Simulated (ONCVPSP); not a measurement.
## Varying the ONCV potential for O (Z = 8)

Base potential:

| Quantity | Value |
| --- | --- |
| Element | oxygen (O) |
| Generator | ONCVPSP 4.0.1 |
| Type | optimised norm-conserving Vanderbilt (ONCV) |
| Functional | LDA (Perdew-Wang 92) |
| Relativity | scalar-relativistic |
| Frozen core | [He] |
| Valence charge | 6 |
| Reference configuration | 2s2 2p2 (charge +2) |
| Partial waves | 2s: rc 0.70 bohr, ncon 3, nbas 7, qcut 8.7 1/bohr, 2 projectors, debl 1.1 Ha; 2p: rc 1.25 bohr, ncon 4, nbas 7, qcut 11.6 1/bohr, 1 projector; d scattering state at 0.2 Ha: rc 1.05 bohr, ncon 4, nbas 7, qcut 9.3 1/bohr, 2 projectors, debl 3.4 Ha |
| Local potential | polynomial inside 0.65 bohr (lpopt 3, dvloc0 1 Ha) |
| Core correction | polynomial model core, fcfact 0.35 |

In the s channel the program set the typed energies aside and used -2.132, 0.250 Ha.

Cutoffs, loose and tight: the cutoffs (Ha) at which the residual kinetic energy of the hardest occupied pseudo-wave falls to 1 and 0.1 mHa per electron. They do not see the model core or the augmentation charge, which bear on the density cutoff. Test errors are all-electron minus pseudo excitation energies from the reference, over the configurations 2s2 2p4; 2s2 2p3; 2s2 2p1; 2s2 2p0. A dash means not determined; rows that change the core or the reference have their own tests.

| change | outcome | cutoff, loose | cutoff, tight | bound ghosts | GHOST(+) flags above zero | largest test error (meV) |
| --- | --- | --- | --- | --- | --- | --- |
| base | generated, projector energies reset by the program | 45 Ha | 233 Ha | none | none | +433 |
| core correction polynomial model core, fcfact 0.24 | generated, projector energies reset by the program | 45 Ha | 233 Ha | none | none | +435 |
| core correction polynomial model core, fcfact 0.34 | generated, projector energies reset by the program | 45 Ha | 233 Ha | none | none | +433 |
| core correction polynomial model core, fcfact 0.62 | generated, projector energies reset by the program | 45 Ha | 233 Ha | none | none | +430 |
| core correction polynomial model core, fcfact 0.78 | generated, projector energies reset by the program | 45 Ha | 233 Ha | none | none | +427 |
| core correction polynomial model core, fcfact 1 | generated, projector energies reset by the program | 45 Ha | 233 Ha | none | none | +427 |
| core correction polynomial model core, fcfact 1.14 | generated, projector energies reset by the program | 45 Ha | 233 Ha | none | none | +427 |

Reading the sweep of the fcfact (base included, trends over the rows without a ghost): The loose cutoff stays near 45 Ha. The median size of the test errors (rows with all tests solved) stays near 58.2 meV.
